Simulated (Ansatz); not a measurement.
`[Cl][AlH][Cl]` and `C[S][Al]([Cl])[Cl]` differ in one atom or group.

Ansatz, PBE0-D4/def2-TZVP geometries, multiplicity 1. Each molecule was computed in one conformer, which needn't be the lowest.

```
                                                                                  property  `[Cl][AlH][Cl]`
                                                      HOMO–LUMO gap (PBE0/def2-TZVPP) / eV             7.89
                                                       LUMO energy (B3LYP/def2-TZVPP) / eV            -1.63
                                            size of the dipole moment (PBE/def2-TZVPP) / D             0.92
                                                         HOMO energy (PBE/def2-TZVPP) / eV            -7.94
                                                       HOMO energy (B3LYP/def2-TZVPP) / eV            -9.06
ideal-gas entropy at 298 K and 1 bar (rigid rotor, harmonic PBE0-D4/def2-TZVP) / J/(mol·K)              289
```

(1) What does the change do to each property? (Estimate.)

Answers

(1) Computed: 
```
                                                                                  property  `C[S][Al]([Cl])[Cl]`  shift
                                                      HOMO–LUMO gap (PBE0/def2-TZVPP) / eV                  6.72  -1.17
                                                       LUMO energy (B3LYP/def2-TZVPP) / eV                 -1.12   0.51
                                            size of the dipole moment (PBE/def2-TZVPP) / D                  2.07   1.15
                                                         HOMO energy (PBE/def2-TZVPP) / eV                 -6.40   1.54
                                                       HOMO energy (B3LYP/def2-TZVPP) / eV                 -7.34   1.72
ideal-gas entropy at 298 K and 1 bar (rigid rotor, harmonic PBE0-D4/def2-TZVP) / J/(mol·K)                   393    104
```

With PBE0 the HOMO rises by 1.73 eV and the LUMO rises by 0.55 eV, so the gap narrows by about 1.18 eV. PBE moves the HOMO by 1.54 eV and ωB97M-V by 1.78 eV. The zero-point energy changes by 86.1 kJ/mol with +12 modes. Dipoles are sizes alone; their direction can turn. Modes under 60 cm⁻¹, often nearly free rotors, make the harmonic entropy too high.

B3LYP here is the variant with VWN-RPA as its local correlation; programs differ in this.
